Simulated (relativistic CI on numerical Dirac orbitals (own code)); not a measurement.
## d1 to d9 in one octahedral field

Computed with a parametric ligand-field model without spin-orbit coupling, by exact diagonalisation: B = 330, C = 1410, 10Dq = 39400 cm⁻¹ (Oh; |10Dq|/B = 119.4) for every shell. Energies in cm⁻¹; the field energy is (0.6 n_e − 0.4 n_t2) × 10Dq of the ground term; g labels are left out. So small a B with so large a field is typical of 4d and 5d ions, where spin-orbit coupling, left out here, reaches 1,000 to 4,000 cm⁻¹.

```
Shell  Ground term  Electrons in e  Field energy  First spin-allowed bands  Lowest term of other spin
   d1          2T2           0.000        -15760                  2E 39400                           
   d2          3T1           0.002        -31435      3T2 38502, 3T1 42555                   1T2 4859
   d3          4A2           0.000        -47280      4T2 39400, 4T1 43253                    2E 7002
   d4            ?               ?             ?                         ?                          ?
   d5          2T2           0.008        -78499      2A2 37295, 2T1 37414                  4T1 32392
   d6          1A1           0.006        -94315      1T1 38196, 1T2 43233                  3T1 35293
   d7           2E           1.004        -70777      2T1 38138, 2T2 38531                  4T1 32508
   d8          3A2           2.000        -47280      3T2 39400, 3T1 43253                    1E 5443
   d9           2E           3.000        -23640                 2T2 39400
```

(1) Fill in the row of d4.

Results:

(1) Ground term: 3T1; Electrons in e: 0.004; Field energy: -62892; First spin-allowed bands: 3E 37885, 3T1 38235; Lowest term of other spin: 1T2 4479. Low spin: d4, d5, d6, d7; the other shells keep the spin of the free ion. Only d4 to d7 can choose; the field needed to pair spins is smallest for d6 and largest for d5, which loses most exchange energy. In the strong-field picture 10Dq must exceed about 6B + 5C = 9030 (d4), 7.5B + 5C = 9525 (d5), 2.5B + 4C = 6465 (d6) and 4B + 4C = 6960 (d7); mixing of terms shifts these bounds somewhat.
